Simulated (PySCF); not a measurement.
## Structure from NMR data

An unknown has the formula C4H14Si3. Its calculated NMR data are:

¹H NMR (600 MHz, computed): δ 3.94 (s, 9H), 0.60 (m, 2H), 0.57 (m, 1H), 0.48 (m, 2H).

¹³C{¹H} NMR (computed): δ 14.8 (CH), 4.9 (CH2, 2C), -7.2 (C).

PySCF 2.14.0 with density-fitted response routines calculation with geometry: PBE0-D3(BJ)/def2-SVP and PBE0/pcSseg-1 with gauge-including orbitals; in vacuum, relativity neglected, averaged over atoms made equivalent by symmetry, fast rotation or ring inversion, single conformer.

δ = σ(ref) − σ, references computed at the same level: ¹H and ¹³C against TMS.

Question: Which of these isomers gave the spectra?
A. C=C(C)C([SiH3])([SiH3])[SiH3]
B. [SiH3][SiH]([SiH3])C1CCC1
C. [SiH3]C([SiH3])([SiH3])C1CC1

Answer: C. 

- The formula gives 1 degree of unsaturation (1 ring in the answer).
- 3 carbon signals for 4 carbons: some carbons are equivalent by symmetry or fast rotation.
- Carbon types of the structure: 1 × C, 1 × CH, 2 × CH2, leaving 9 H on heteroatoms.
- δC 14.8, 4.9: three-membered-ring carbon; carbons of three-membered rings are unusually shielded.
- δC -7.2: fully substituted sp3 carbon bonded to 3 Si; an electropositive neighbour leaves it electron-rich and shielded.
- δH 3.94: hydrogen on a silicon bonded to C.
- δH 0.60, 0.57, 0.48: hydrogen on a three-membered-ring carbon; cyclopropane-type protons are shielded by the ring.

The others: C=C(C)C([SiH3])([SiH3])[SiH3] would give 4 carbon signals, not 3; [SiH3][SiH]([SiH3])C1CCC1 would give 7 signals for carbon-bound and other non-exchanging H, not 4.

Shifts are as computed. Against solution values, carbons near 30 ppm lie about +2 ppm off and those near 130 ppm about +5 ppm. Of 1309 compounds with measured shifts, 239 miss one by over three times the rms of a fit or turn the order of signals round; such compounds aren't used in these exercises. No couplings were computed; multiplicities are counted from neighbouring protons, with m where these are inequivalent, close in shift, in a saturated or five-membered ring or joined by F or P, and br s for small geminal =CH2 splittings.
